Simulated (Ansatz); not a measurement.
A run on CH8SiSn, SMILES `[SiH3][CH2][SnH3]` with other settings.

```yaml
crystal:
  periodic: [false, false, false]
  atoms:
    - {symbol: Si, position_ang: [-1.048615, 1.264077, -0.506159]}
    - {symbol: C, position_ang: [-0.546377, -0.588937, -0.142323]}
    - {symbol: Sn, position_ang: [1.305178, -0.884065, 0.702397]}
    - {symbol: H, position_ang: [-2.449073, 1.341677, -1.138629]}
    - {symbol: H, position_ang: [-0.045282, 1.925007, -1.478231]}
    - {symbol: H, position_ang: [-1.013962, 1.964847, 0.735309]}
    - {symbol: H, position_ang: [-1.476971, -1.011575, 0.513559]}
    - {symbol: H, position_ang: [-0.668631, -1.218543, -1.064429]}
    - {symbol: H, position_ang: [1.419020, 0.048316, 2.089603]}
    - {symbol: H, position_ang: [1.609192, -2.548478, 0.993626]}
    - {symbol: H, position_ang: [2.578567, -0.237035, -0.372464]}
basis:
  gaussian: {orbitals: STO-3G, fitting: {mean_field: cc-pVTZ-jkfit}}
hamiltonian: {xc: {name: r2SCAN0}}
```

```sh
$ ansatz run in.yaml --threads 4 --pin off --events-out ev --progress --plain --max-ram 10444MiB
```

It prints (some lines left out):

```
Functional definition: r2SCAN0
Error: <dir> the basis set cc-pVTZ-JKFIT has no functions for Sn
```

Run time 0.3 s (4 threads of an Arm Neoverse V1 on a shared host); peak host memory 0.06 GiB.
